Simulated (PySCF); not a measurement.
C₄H₄N, charge -1, singlet, at a GFN2-xTB geometry (in this run its highest filled SCF level lies above zero, so its values depend strongly on the basis, on diffuse functions most of all); REVPBE/STO-3G in PySCF.

PySCF was given this input:
```python
from pyscf import gto, scf, dft

mol = gto.M(
    atom='''
H    -0.02361208   -0.00903330    2.11033186
N    -0.01195216    0.01503237    1.09704447
C     0.01575145    1.13269334    0.24842767
C    -0.02097855   -1.08973227    0.28483805
C     0.02524534    0.80457479   -1.08776751
C     0.00064455   -0.64671222   -1.00864412
H     0.02635805    2.11162462    0.73353758
H    -0.04212282   -2.08743635    0.71986259
H    -0.00093481   -1.32532347   -1.86416783
''',
    basis='sto-3g',
    charge=-1,
    verbose=4,
)

mf = dft.RKS(mol)
mf.xc = 'revpbe'
mf.grids.atom_grid = (99, 590)
mf.grids.prune = None
mf.kernel()
```

Task: What does PySCF print? Leave out banner, timings and long lists.

Result: 
```
PySCF version 2.14.0

[INPUT] verbose = 4
[INPUT] num. atoms = 9
[INPUT] num. electrons = 36
[INPUT] charge = -1
[INPUT] spin (= nelec alpha-beta = 2S) = 0
[INPUT] symmetry False subgroup None
[INPUT] Mole.unit = angstrom
[INPUT] Symbol           X                Y                Z      unit          X                Y                Z       unit  Magmom
[INPUT]  1 H     -0.023612080000  -0.009033300000   2.110331860000 AA   -0.044620364431  -0.017070463001   3.987949247344 Bohr   0.0
[INPUT]  2 N     -0.011952160000   0.015032370000   1.097044470000 AA   -0.022586308997   0.028407062303   2.073113594769 Bohr   0.0
[INPUT]  3 C      0.015751450000   1.132693340000   0.248427670000 AA    0.029765926565   2.140480195719   0.469460258064 Bohr   0.0
[INPUT]  4 C     -0.020978550000  -1.089732270000   0.284838050000 AA   -0.039643713990  -2.059295539401   0.538265904355 Bohr   0.0
[INPUT]  5 C      0.025245340000   0.804574790000  -1.087767510000 AA    0.047706778522   1.520425999829  -2.055582681100 Bohr   0.0
[INPUT]  6 C      0.000644550000  -0.646712220000  -1.008644120000 AA    0.001218022974  -1.222108977209  -1.906061143953 Bohr   0.0
[INPUT]  7 H      0.026358050000   2.111624620000   0.733537580000 AA    0.049809495678   3.990392209689   1.386185128276 Bohr   0.0
[INPUT]  8 H     -0.042122820000  -2.087436350000   0.719862590000 AA   -0.079600593394  -3.944683003962   1.360343142420 Bohr   0.0
[INPUT]  9 H     -0.000934810000  -1.325323470000  -1.864167830000 AA   -0.001766534879  -2.504498384758  -3.522766648925 Bohr   0.0

nuclear repulsion = 151.454016779428
number of shells = 19
number of NR pGTOs = 87
number of NR cGTOs = 29
basis = sto-3g
ecp = {}

******** <class 'pyscf.dft.rks.RKS'> ********
method = RKS
initial guess = minao
damping factor = 0
level_shift factor = 0
DIIS = <class 'pyscf.scf.diis.CDIIS'>
diis_start_cycle = 1
diis_space = 8
diis_damp = 0
SCF conv_tol = 1e-09
SCF conv_tol_grad = None
SCF max_cycles = 50
direct_scf = True
direct_scf_tol = 1e-13
XC library pyscf.dft.libxc version 7.1.2
    S. Lehtola, C. Steigemann, M. J. T. Oliveira, and M. A. L. Marques,  SoftwareX 7, 1–5 (2018)
XC functionals = revpbe
    Y. Zhang and W. Yang,  Phys. Rev. Lett. 80, 890 (1998)
    J. P. Perdew, K. Burke, and M. Ernzerhof,  Phys. Rev. Lett. 77, 3865 (1996)
    J. P. Perdew, K. Burke, and M. Ernzerhof,  Phys. Rev. Lett. 78, 1396 (1997)
radial grids:
    Treutler-Ahlrichs [JCP 102, 346 (1995); DOI:10.1063/1.469408] (M4) radial grids

becke partition: Becke, JCP 88, 2547 (1988); DOI:10.1063/1.454033
pruning grids: None
grids dens level: 3
symmetrized grids: False
atomic radii adjust function: <function treutler_atomic_radii_adjust>
User specified grid scheme (99, 590)
small_rho_cutoff = 0
Set gradient conv threshold to 3.16228e-05
Initial guess from minao.
tot grids = 525696
init E= -207.635369710561
  HOMO = -0.200504051522323  LUMO = 0.0275759650517357  gap/eV = 6.20637
cycle= 1 E= -206.562895506766  delta_E= 1.07  |g|= 0.558  |ddm|= 4.43
  HOMO = 0.416488468142716  LUMO = 0.422849970738812  gap/eV = 0.17311
cycle= 2 E= -205.041888417118  delta_E= 1.52  |g|= 1.55  |ddm|= 4.11
  HOMO = 0.270036535273128  LUMO = 0.452216435595188  gap/eV = 4.95737
cycle= 3 E= -206.632176661195  delta_E= -1.59  |g|= 0.416  |ddm|= 3.95
  HOMO = 0.252737683622757  LUMO = 0.406698748488619  gap/eV = 4.18949
cycle= 4 E= -206.672805615696  delta_E= -0.0406  |g|= 0.228  |ddm|= 0.555
  HOMO = 0.257402781837525  LUMO = 0.392593645934123  gap/eV = 3.67873
cycle= 5 E= -206.684928483253  delta_E= -0.0121  |g|= 0.125  |ddm|= 0.308
  HOMO = 0.283745431511296  LUMO = 0.389981855463678  gap/eV = 2.89084
cycle= 6 E= -206.690405250632  delta_E= -0.00548  |g|= 0.0302  |ddm|= 0.228
  HOMO = 0.284517868838224  LUMO = 0.389903599170661  gap/eV = 2.86769
cycle= 7 E= -206.690647516832  delta_E= -0.000242  |g|= 0.01  |ddm|= 0.0515
  HOMO = 0.28347637573335  LUMO = 0.389578868584419  gap/eV = 2.88720
cycle= 8 E= -206.690675079174  delta_E= -2.76e-05  |g|= 0.0034  |ddm|= 0.0168
  HOMO = 0.28332650219422  LUMO = 0.389687356567806  gap/eV = 2.89423
cycle= 9 E= -206.690679137352  delta_E= -4.06e-06  |g|= 0.00059  |ddm|= 0.00602
  HOMO = 0.283323213155018  LUMO = 0.389695913090372  gap/eV = 2.89455
cycle= 10 E= -206.690679267088  delta_E= -1.3e-07  |g|= 7.83e-05  |ddm|= 0.00102
  HOMO = 0.283335331544106  LUMO = 0.389692343699404  gap/eV = 2.89412
cycle= 11 E= -206.690679269477  delta_E= -2.39e-09  |g|= 2.52e-06  |ddm|= 0.00016
  HOMO = 0.283335974044708  LUMO = 0.389692301019184  gap/eV = 2.89410
cycle= 12 E= -206.690679269479  delta_E= -2.16e-12  |g|= 3.67e-07  |ddm|= 6.79e-06
  HOMO = 0.283335949488521  LUMO = 0.389692360759339  gap/eV = 2.89411
Extra cycle  E= -206.69067926948  delta_E= -1.02e-12  |g|= 6.65e-07  |ddm|= 1.62e-06
converged SCF energy = -206.69067926948
```
